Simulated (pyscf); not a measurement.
Structures and frequencies: ωB97X-D3(BJ)/def2-SVP in PySCF. MP2 and CC: frozen core, UHF for open shells. ΔMP2 is the change of the MP2 total energy from the triple- to the quadruple-zeta basis.

Problem. What is the homolytic dissociation enthalpy (298 K, CCSD(T)/def2-TZVPP + ΔMP2(QZVPP)) of the B–Si bond of `[BH2][SiH2][PH2]`, to BH₂• + •H₂Si–PH₂?

Solution. B–Si to BH₂• + •H₂Si–PH₂: 85.2 kcal/mol. The radicals are drawn with the spin at the cut bond; how far it spreads was not checked. H₂B–SiH₂–PH₂ lies 13.0 kcal/mol over its isomer H₂B–PH–SiH₃, and others may lie lower still (electronic energy, ωB97M-D3(BJ)). •H₂Si–PH₂ lies 7.2 kcal/mol over its isomer H₃Si–PH•, and others may lie lower still (electronic energy, ωB97M-D3(BJ)). The CCSD(T) − MP2 part came from Ansatz, without density fitting, on the same reference.
